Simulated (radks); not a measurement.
Values are calculated unless marked as measured or tabulated.
Question: These are the eigenvalues of the occupied orbitals of an atom or ion with whole-number occupations (eV). Level of theory: scalar-relativistic Kohn-Sham, PW91, spin-polarised, spherical densities, finite nucleus; Fermi nuclear charge, rms radius of each element as measured or else 0.836 A^(1/3) + 0.57 fm (a radial shooting solver on a logarithmic mesh with Libxc functionals).

1s up: -5881.041
1s down: -5881.036
2s up: -666.6481
2s down: -665.0506
2p up: -560.1867
2p down: -558.9616
3s up: -74.7821
3s down: -70.4170
3p up: -46.2849
3p down: -41.9542
4s up: -4.5285
3d up: -3.7850

Which element is it, and in what charge state? The configuration may be excited. Open shells, if any, are filled with parallel spins first.

Answer: Z = 24, chromium, charge 0: Cr in [Ar] 3d5 4s1. The list shows which subshells hold electrons but not how many an open one holds; the 1s level, -216.12 hartree, gives Z - s = 20.8 by -(Z - s)^2/2, which with screening and relativity narrows Z to a few neighbours, and the depths of the outer levels then fix element, charge and occupations together.
